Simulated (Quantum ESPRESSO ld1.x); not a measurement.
Species: the thallium ion Tl4+. Configuration: [Kr] 4d10 4f14 5s1.5 5p6 5d9 5f0.5 (fractional occupations, a model configuration).

Calculated with ld1.x of Quantum ESPRESSO 7.5: Dirac Kohn-Sham, PBE, spin-unpolarised, spherical densities, point nucleus; open shells are shared between the two j in proportion to 2j + 1.

Energy parts (hartree):
total: -20281.96
kinetic: 23511.86
electron-nucleus: -51115.76
Hartree: 7702.11
exchange-correlation: -380.15

Orbitals (lengths in bohr, moments of r in powers of bohr; <r^-3> diverges for s and p1/2; r(90%) holds 90 % of the orbital's charge):
[
 {"orbital": "1s1/2", "occ.": "2", "eigenvalue (hartree)": "-3143.70", "<r^-3>": "-", "r(90%)": "0.0299", "<1/r>": "99.55", "<r>": "0.01631"},
 {"orbital": "2s1/2", "occ.": "2", "eigenvalue (hartree)": "-560.840", "<r^-3>": "-", "r(90%)": "0.107", "<1/r>": "24.56", "<r>": "0.06805"},
 {"orbital": "2p1/2", "occ.": "2", "eigenvalue (hartree)": "-538.337", "<r^-3>": "-", "r(90%)": "0.0934", "<1/r>": "24.49", "<r>": "0.05589"},
 {"orbital": "2p3/2", "occ.": "4", "eigenvalue (hartree)": "-462.409", "<r^-3>": "22400", "r(90%)": "0.105", "<1/r>": "19.69", "<r>": "0.06468"},
 {"orbital": "3s1/2", "occ.": "2", "eigenvalue (hartree)": "-135.325", "<r^-3>": "-", "r(90%)": "0.261", "<1/r>": "9.006", "<r>": "0.1770"},
 {"orbital": "3p1/2", "occ.": "2", "eigenvalue (hartree)": "-125.199", "<r^-3>": "-", "r(90%)": "0.252", "<1/r>": "8.913", "<r>": "0.1674"},
 {"orbital": "3p3/2", "occ.": "4", "eigenvalue (hartree)": "-108.318", "<r^-3>": "5262", "r(90%)": "0.275", "<1/r>": "7.658", "<r>": "0.1835"},
 {"orbital": "3d3/2", "occ.": "4", "eigenvalue (hartree)": "-91.6541", "<r^-3>": "921.9", "r(90%)": "0.248", "<1/r>": "7.558", "<r>": "0.1595"},
 {"orbital": "3d5/2", "occ.": "6", "eigenvalue (hartree)": "-88.0499", "<r^-3>": "756.6", "r(90%)": "0.254", "<1/r>": "7.276", "<r>": "0.1644"},
 {"orbital": "4s1/2", "occ.": "2", "eigenvalue (hartree)": "-31.7033", "<r^-3>": "-", "r(90%)": "0.561", "<1/r>": "3.820", "<r>": "0.3914"},
 {"orbital": "4p1/2", "occ.": "2", "eigenvalue (hartree)": "-27.3437", "<r^-3>": "-", "r(90%)": "0.571", "<1/r>": "3.708", "<r>": "0.3930"},
 {"orbital": "4p3/2", "occ.": "4", "eigenvalue (hartree)": "-23.2385", "<r^-3>": "1285", "r(90%)": "0.619", "<1/r>": "3.274", "<r>": "0.4273"},
 {"orbital": "4d3/2", "occ.": "4", "eigenvalue (hartree)": "-16.1353", "<r^-3>": "203.5", "r(90%)": "0.646", "<1/r>": "3.076", "<r>": "0.4331"},
 {"orbital": "4d5/2", "occ.": "6", "eigenvalue (hartree)": "-15.3692", "<r^-3>": "163.2", "r(90%)": "0.662", "<1/r>": "2.977", "<r>": "0.4442"},
 {"orbital": "5s1/2", "occ.": "1.5", "eigenvalue (hartree)": "-6.67287", "<r^-3>": "-", "r(90%)": "1.24", "<1/r>": "1.582", "<r>": "0.8723"},
 {"orbital": "4f5/2", "occ.": "6", "eigenvalue (hartree)": "-6.19839", "<r^-3>": "35.33", "r(90%)": "0.738", "<1/r>": "2.628", "<r>": "0.4634"},
 {"orbital": "4f7/2", "occ.": "8", "eigenvalue (hartree)": "-6.02887", "<r^-3>": "33.50", "r(90%)": "0.748", "<1/r>": "2.591", "<r>": "0.4698"},
 {"orbital": "5p1/2", "occ.": "2", "eigenvalue (hartree)": "-5.19787", "<r^-3>": "-", "r(90%)": "1.34", "<1/r>": "1.461", "<r>": "0.9320"},
 {"orbital": "5p3/2", "occ.": "4", "eigenvalue (hartree)": "-4.43371", "<r^-3>": "236.3", "r(90%)": "1.47", "<1/r>": "1.306", "<r>": "1.020"},
 {"orbital": "5d3/2", "occ.": "3.6", "eigenvalue (hartree)": "-2.37447", "<r^-3>": "25.71", "r(90%)": "1.87", "<1/r>": "1.042", "<r>": "1.254"},
 {"orbital": "5d5/2", "occ.": "5.4", "eigenvalue (hartree)": "-2.27977", "<r^-3>": "20.26", "r(90%)": "1.92", "<1/r>": "1.008", "<r>": "1.291"},
 {"orbital": "6s1/2", "occ.": "0", "eigenvalue (hartree)": "-1.79451", "<r^-3>": "-", "r(90%)": "2.89", "<1/r>": "0.6360", "<r>": "2.038"},
 {"orbital": "6p1/2", "occ.": "0", "eigenvalue (hartree)": "-1.42625", "<r^-3>": "-", "r(90%)": "3.30", "<1/r>": "0.5563", "<r>": "2.309"},
 {"orbital": "6p3/2", "occ.": "0", "eigenvalue (hartree)": "-1.30840", "<r^-3>": "37.11", "r(90%)": "3.55", "<1/r>": "0.5098", "<r>": "2.498"},
 {"orbital": "6d3/2", "occ.": "0", "eigenvalue (hartree)": "-0.85241", "<r^-3>": "3.769", "r(90%)": "4.73", "<1/r>": "0.3849", "<r>": "3.314"},
 {"orbital": "6d5/2", "occ.": "0", "eigenvalue (hartree)": "-0.83828", "<r^-3>": "3.086", "r(90%)": "4.81", "<1/r>": "0.3785", "<r>": "3.373"},
 {"orbital": "5f5/2", "occ.": "0.214286", "eigenvalue (hartree)": "-0.72858", "<r^-3>": "0.6693", "r(90%)": "4.40", "<1/r>": "0.4352", "<r>": "2.854"},
 {"orbital": "5f7/2", "occ.": "0.285714", "eigenvalue (hartree)": "-0.72568", "<r^-3>": "0.6378", "r(90%)": "4.43", "<1/r>": "0.4311", "<r>": "2.877"},
 {"orbital": "6f5/2", "occ.": "0", "eigenvalue (hartree)": "-0.43335", "<r^-3>": "0.3616", "r(90%)": "8.18", "<1/r>": "0.2523", "<r>": "5.602"},
 {"orbital": "6f7/2", "occ.": "0", "eigenvalue (hartree)": "-0.43173", "<r^-3>": "0.3460", "r(90%)": "8.21", "<1/r>": "0.2506", "<r>": "5.627"}
]

The highest occupied level is 5f7/2 at -19.747 eV. The configuration is held as typed, so some empty levels lie below it. The density falls to 0.001 e/bohr^3 at r = 3.46 bohr.
